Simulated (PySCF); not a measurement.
**Electron correlation in Sr (strontium, neutral)**

[Kr] 5s2, closed-shell 1S. All numbers are calculated (PySCF 2.14, the spin-free X2C one-electron Hamiltonian (Gaussian nucleus), in cc-pVDZ-X2C). Frozen: [Kr]; 2 electrons correlated.

Total MP2 correlation energy: -15.88 mhartree.

Same-spin part 0.00 and opposite-spin part -15.88 mhartree; SCS-MP2 scales them by 1/3 and 6/5 to -19.06 mhartree.

With two correlated electrons CCSD is exact within the correlated space (frozen core and kept virtual orbitals).

| level | correlation energy (mhartree) |
| --- | --- |
| CCSD | -25.05 |

Diagnostics: T1 = 0.012, D1 = 0.0171, largest double amplitude 0.137.

Cost of the coupled-cluster step: 0.05 s of wall time on 1 thread of Neoverse-V2 (shared host), for 2 correlated electrons.

Iterations:

```
CC2 = 0
CCSD nocc = 1, nmo = 18
frozen orbitals [0, 1, 2, 3, 4, 5, 6, 7, 8, 9, 10, 11, 12, 13, 14, 15, 16, 17]
max_cycle = 100
direct = 0
conv_tol = 1e-08
conv_tol_normt = 1e-06
diis_space = 8
diis_start_cycle = 0
Init t2, MP2 energy = -3177.360698965  E_corr(MP2) -0.0158796968698984
Init E_corr(CCSD) = -0.0158796968699004
cycle = 1  E_corr(CCSD) = -0.0214150920801432  dE = -0.00553539521  norm(t1,t2) = 0.0626475
cycle = 2  E_corr(CCSD) = -0.0234604652858727  dE = -0.00204537321  norm(t1,t2) = 0.0279365
cycle = 3  E_corr(CCSD) = -0.0250328682484808  dE = -0.00157240296  norm(t1,t2) = 0.0140372
cycle = 4  E_corr(CCSD) = -0.0250276829738285  dE = 5.18527465e-06  norm(t1,t2) = 0.00331875
cycle = 5  E_corr(CCSD) = -0.0250590602972138  dE = -3.13773234e-05  norm(t1,t2) = 0.000868957
cycle = 6  E_corr(CCSD) = -0.0250464882377185  dE = 1.25720595e-05  norm(t1,t2) = 0.000101475
cycle = 7  E_corr(CCSD) = -0.0250522635675162  dE = -5.7753298e-06  norm(t1,t2) = 5.0324e-05
cycle = 8  E_corr(CCSD) = -0.0250529180024922  dE = -6.54434976e-07  norm(t1,t2) = 3.42033e-06
cycle = 9  E_corr(CCSD) = -0.0250522998468815  dE = 6.18155611e-07  norm(t1,t2) = 3.36449e-06
cycle = 10  E_corr(CCSD) = -0.0250525249260943  dE = -2.25079213e-07  norm(t1,t2) = 1.92339e-06
cycle = 11  E_corr(CCSD) = -0.0250525246030827  dE = 3.23011628e-10  norm(t1,t2) = 3.50182e-08
CCSD converged
E(CCSD) = -3177.369871792734  E_corr = -0.02505252460308265
```
